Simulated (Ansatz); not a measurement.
Basis-set extrapolation for C4H3F7 (`FC(F)C(F)(F)CC(F)(F)F`) (PBE0-D4/def2-TZVP geometry, frozen core, Ansatz). Multiplicity 1, RHF reference.

```
                      def2-TZVPP   def2-QZVPP
                 HF  -849.678986  -849.715029
    MP2 correlation    -2.373525    -2.585669
CCSD(T) correlation    -2.474663      not run
```

Energies in hartree. Use E(X) = E(∞) + A·exp(−7.88·√X) for Hartree–Fock and E(X) = E(∞) + B·X^(−2.97) for correlation, with X = 3 and 4, and add CCSD(T) minus MP2 of the smaller set to the MP2 limit.

**Question.** What is the CCSD(T) energy at the basis-set limit?

**Answer.** HF limit: -849.715029 + (-0.036043) × 0.13774 = -849.71999. MP2 limit: -2.585669 + (-0.212144) × 0.74074 = -2.74281. Higher-order term: -2.474663 − (-2.373525) = -0.10114. Total: -852.56394 hartree, 257.5 kcal/mol below CCSD(T)/def2-TZVPP.
